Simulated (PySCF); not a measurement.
# AsO⁺: energy against distance

Set-up: basis As cc-pVTZ-PP with ECP10, O cc-pVTZ; scalar-relativistic core potentials; PySCF 2.14. Energies in eV from As⁺ + O in their ground configurations at the same level. All curves are PBE0. state 1: ¹Σ⁺ (singlet), closed shell; state 2: triplet, unpaired electrons π ↑↑, a mixture of terms (⟨Lz²⟩ = 2.0), a second solution, started from another occupation; state 3: ⁵Σ⁺ (quintet), unpaired electrons π ↑↑↑↑, a second solution, started from another occupation.

| R (Å) | state 1 | state 2 | state 3 |
| --- | --- | --- | --- |
| 1.340 | -3.829 | 2.780 | 11.3728 |
| 1.402 | -5.199 | 0.586 | 8.2922 |
| 1.464 | -5.951 | -0.937 | 5.9379 |
| 1.511 | -6.217 | -1.747 | 4.5416 |
| 1.558 | -6.290 | -2.332 | 3.4026 |
| 1.605 | -6.216 | -2.739 | 2.4721 |
| 1.667 | -5.948 | -3.069 | 1.4908 |
| 1.745 | -5.427 | -3.225 | 0.5920 |
| 1.838 | -4.645 | -3.158 | -0.1364 |
| 1.963 | -3.486 | -2.810 | -0.7062 |

Question: Put a parabola through the three lowest points of the state 1 curve and estimate Re, k and ωe (reduced mass 13.18 u; 1 eV/Å² = 0.16022 mdyn/Å; ωe = 1302.8·√(k/μ) cm⁻¹).

Answer: Through R = 1.511, 1.558, 1.605 Å the second-order coefficient is 33.3 eV/Å², so Re ≈ 1.558 Å, k ≈ 10.7 mdyn/Å and ωe ≈ 1172 cm⁻¹. A polynomial fit of higher order to the unrounded PBE0 energies gives Re = 1.556 Å, k = 10.9 mdyn/Å, ωe = 1185 cm⁻¹; anharmonicity and rounding make the difference.

The higher-order fit for each curve: state 1: Re = 1.556 Å, ωe = 1185 cm⁻¹, De = 6.29 eV; state 2: Re = 1.764 Å, ωe = 776 cm⁻¹, minimum 3.23 eV below the ground-state fragments; state 3: Re = 2.266 Å, ωe = 323 cm⁻¹, minimum 1.09 eV below the ground-state fragments.

For an ion De counts to the pair picked by the measured ionisation energies or electron affinities, which need not be the lowest pair at this level.
